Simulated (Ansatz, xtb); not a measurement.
**Two conformers of C3H12BN**

Structure X is `C[BH2-][NH2+]CC`, a singlet and structure Y is `C[BH2-][NH2+]CC`, a singlet. Both are isolated molecules in the gas phase, relaxed with PBE0-D4/def2-SVP.

X (Å):

| atom | x (Å) | y (Å) | z (Å) |
| --- | --- | --- | --- |
| C | 2.0936 | -0.9626 | 1.6212 |
| C | -0.9203 | -0.0554 | 0.9411 |
| C | -2.3435 | -0.3681 | 0.5273 |
| B | 1.6503 | -0.1410 | 0.3067 |
| N | 0.0826 | -0.4817 | -0.0465 |
| H | 1.9574 | -2.0571 | 1.5254 |
| H | 3.1716 | -0.8075 | 1.7934 |
| H | 1.5908 | -0.6500 | 2.5542 |
| H | 2.2469 | -0.4900 | -0.7132 |
| H | 1.6670 | 1.0837 | 0.4395 |
| H | -0.1147 | -0.0471 | -0.9496 |
| H | 0.0100 | -1.4902 | -0.2024 |
| H | -0.6633 | -0.5436 | 1.8915 |
| H | -0.7686 | 1.0232 | 1.0939 |
| H | -2.6141 | 0.1351 | -0.4151 |
| H | -3.0499 | -0.0263 | 1.2978 |
| H | -2.5005 | -1.4505 | 0.3929 |

Y (Å):

```xyz
17

C    -0.8446   -0.9298    2.1710
C     0.1929    0.4977   -1.3902
C    -0.3003    0.1840   -2.7874
B     0.0137    0.0194    1.1898
N    -0.4818   -0.2805   -0.3413
H    -0.5381   -0.7555    3.2153
H    -0.6973   -2.0109    1.9865
H    -1.9338   -0.7375    2.1369
H    -0.1939    1.2236    1.3444
H     1.2193   -0.2322    1.1723
H    -1.4908   -0.1167   -0.3786
H    -0.3614   -1.2811   -0.5160
H     0.0481    1.5576   -1.1361
H     1.2691    0.2989   -1.2846
H    -1.3748    0.4014   -2.8998
H     0.2375    0.7934   -3.5281
H    -0.1374   -0.8737   -3.0503
```

Problem. Estimate E(Y) − E(X) at the level CCSD(T)/def2-SVP + ΔMP2/def2-TZVPP.

Solution. CCSD(T)/def2-SVP + ΔMP2/def2-TZVPP gives E(Y) − E(X) = −0.36 kcal/mol, slightly favouring structure Y, which is too small a margin to settle the true order.

The same difference at several levels:

| level | geometry | E(Y) − E(X) (kcal/mol) | departure from the last row (kcal/mol) | job, with rough time for the two |
| --- | --- | --- | --- | --- |
| PBE0-D4/def2-SVP | PBE0-D4/def2-SVP | −0.38 | −0.01 | optimisation, 45 s |
| HF/def2-SVP | PBE0-D4/def2-SVP | −0.72 | −0.36 | part of the CCSD(T) run |
| MP2/def2-SVP | PBE0-D4/def2-SVP | −0.40 | −0.03 | part of the CCSD(T) run |
| CCSD(T)/def2-SVP | PBE0-D4/def2-SVP | −0.43 | −0.06 | single point |
| CCSD(T)/def2-SVP + ΔMP2/def2-TZVPP | PBE0-D4/def2-SVP | −0.36 |  | single point, 71 s |

The largest departure from CCSD(T)/def2-SVP + ΔMP2/def2-TZVPP is that of HF/def2-SVP, 0.36 kcal/mol. Levels run at GFN2-xTB geometries aren't shown. The last row adds to CCSD(T) the change of the MP2 difference between the two basis sets, here +0.06 kcal/mol.

With thermal terms from frequencies at re-optimised GFN2-xTB minima (ideal gas, soft modes damped towards free rotors, one conformer each, 298.15 K, 1 atm): on the last row, ΔE + ΔZPE = −0.40, ΔH = −0.37, ΔG = −0.42 kcal/mol.

The correlated steps freeze 5 core orbitals. Codes used: Ansatz 0.2.0, xtb 6.7.1; the last row on 2 threads of Arm Neoverse V2 on a shared host.
